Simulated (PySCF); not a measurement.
C4H6BFO.

```xyz
13

O      1.9640     0.8924    -0.1047
C      0.9543     0.2212    -0.0703
C      0.8843    -1.2876     0.1830
C     -0.5375    -1.5589     0.7213
C     -1.4894    -0.5621     0.0051
B     -0.5896     0.6927    -0.2402
F     -0.9733     1.9162    -0.5492
H      1.7032    -1.6364     0.8305
H      1.0181    -1.7797    -0.8004
H     -0.8401    -2.6087     0.5905
H     -0.5576    -1.3596     1.8061
H     -1.7528    -0.9498    -1.0021
H     -2.4458    -0.3904     0.5227
```
Charge 0, spin multiplicity 1.

Coordinates come from a B3LYP-D3(BJ)/def2-SVP optimisation. The structure was generated by enumeration, and PubChem lists no compound with its InChIKey, so it may never have been made. One conformer was computed; it need not be the lowest.

Method: B3LYP/pcSseg-1 (PySCF). Non-relativistic, no solvent.

Problem. Give the absolute GIAO shielding of each atom: isotropic value and principal components (ppm). (An estimate is asked for; the answer gives what the named calculation found.)

Solution. 
```json
[
 {"atom": "O1", "σ(iso)": "-581.8", "σ11": "-1650.0", "σ22": "-485.5", "σ33": "390.2", "span": "2040.2"},
 {"atom": "C2", "σ(iso)": "-69.7", "σ11": "-182.0", "σ22": "-105.9", "σ33": "78.8", "span": "260.7"},
 {"atom": "C3", "σ(iso)": "125.8", "σ11": "99.0", "σ22": "123.7", "σ33": "154.7", "span": "55.6"},
 {"atom": "C4", "σ(iso)": "157.6", "σ11": "148.4", "σ22": "157.1", "σ33": "167.5", "span": "19.1"},
 {"atom": "C5", "σ(iso)": "154.3", "σ11": "138.8", "σ22": "153.5", "σ33": "170.7", "span": "32.0"},
 {"atom": "B6", "σ(iso)": "46.0", "σ11": "-50.6", "σ22": "77.9", "σ33": "110.7", "span": "161.4"},
 {"atom": "F7", "σ(iso)": "211.1", "σ11": "-12.7", "σ22": "151.8", "σ33": "494.1", "span": "506.7"},
 {"atom": "H8", "σ(iso)": "29.0", "σ11": "25.8", "σ22": "28.3", "σ33": "32.8", "span": "7.0"},
 {"atom": "H9", "σ(iso)": "29.3", "σ11": "25.9", "σ22": "27.9", "σ33": "34.2", "span": "8.3"},
 {"atom": "H10", "σ(iso)": "29.2", "σ11": "25.1", "σ22": "27.7", "σ33": "34.6", "span": "9.6"},
 {"atom": "H11", "σ(iso)": "29.6", "σ11": "24.8", "σ22": "28.4", "σ33": "35.6", "span": "10.8"},
 {"atom": "H12", "σ(iso)": "30.4", "σ11": "25.7", "σ22": "29.3", "σ33": "36.1", "span": "10.4"},
 {"atom": "H13", "σ(iso)": "29.8", "σ11": "26.0", "σ22": "28.6", "σ33": "34.8", "span": "8.9"}
]
```
